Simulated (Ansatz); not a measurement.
Cost and result for the atomization energy of CH₉BOSi₂ (`B[SiH2]OC[SiH3]`) (14 atoms, 13 bonds).

Z-matrix (Å, degrees):
```
Si
O 1 1.654
B 1 2.006 2 115.5
H 1 1.500 2 109.8 3 120.2
H 1 1.487 2 105.4 3 -123.1
C 2 1.419 1 120.7 3 -59.7
H 3 1.197 1 118.7 2 -172.3
H 3 1.196 1 124.3 2 8.9
Si 6 1.889 2 108.8 1 175.2
H 6 1.100 2 110.9 1 -63.9
H 6 1.100 2 111.2 1 54.5
H 9 1.485 6 109.9 2 -60.6
H 9 1.489 6 108.8 2 179.8
H 9 1.485 6 110.0 2 60.1
```

The species carries charge 0 and has multiplicity 1. The structure was optimised at the PBE0-D4/def2-TZVP level. It is one conformer, not always the lowest. Program: Ansatz. All runs use 4 threads of an Arm Neoverse V2 on a shared host. Times are those of one run each, without the atoms' runs, and a repeat can differ threefold. Electronic energies, without spin–orbit coupling; frozen cores. CCSD(T)/CBS adds CCSD(T) − MP2 in def2-TZVPP to the MP2 limit, and its time is that of the two runs behind it. T1 = 0.012. B3LYP takes the VWN-RPA correlation (the form of Gaussian; ORCA's B3LYP/G).

CCSD(T)/CBS is a level of theory with its own doubt, some kJ/mol a heavy atom from the limit and from the frozen cores, so smaller differences don't rank the functionals.

```csv
level,functions,wall time,atomization (kJ/mol),difference from CCSD(T)/CBS,per bond
PBE-D4/def2-TZVPP (with forces),303,3.1 s,4665.0,6.6,0.5
PBE0-D4/def2-TZVPP,303,3.9 s,4627.4,-31.0,-2.4
r2SCAN-D4/def2-TZVPP (with forces),303,5.5 s,4666.4,8.0,0.6
B3LYP-D4/def2-TZVPP (with forces),303,6.5 s,4667.3,8.9,0.7
B2PLYP/def2-TZVPP,303,7 s,4607.6,-50.8,-3.9
ωB97X-V/def2-TZVPP,303,11 s,4690.6,32.2,2.5
ωB97M-V/def2-TZVPP (with forces),303,15 s,4672.4,14.0,1.1
MP2/def2-QZVPP,581,36 s,4632.5,-25.9,-2.0
CCSD(T)/def2-TZVPP,303,14 min,4545.6,-112.8,-8.7
CCSD(T)/CBS(def2),–,15 min,4658.4,0.0,0.0
```

The D4 term adds +45.6 kJ/mol with B3LYP and +24.2 kJ/mol with PBE0; it sums over pairs of atoms, weighted by their polarisabilities, and B3LYP, whose exchange is more repulsive, gets the larger term. In def2-TZVPP, CCSD(T) changes the Hartree–Fock value by +1015.3 kJ/mol (the triples alone add +47.0 kJ/mol) and MP2 by +1034.8 kJ/mol; breaking electron pairs costs correlation energy, which Hartree–Fock lacks. From PBE to PBE0 (25 % exact exchange), in def2-TZVPP and without D4, the atomization energy moves by −33.4 kJ/mol: exact exchange takes away binding that semilocal exchange gives to molecules.
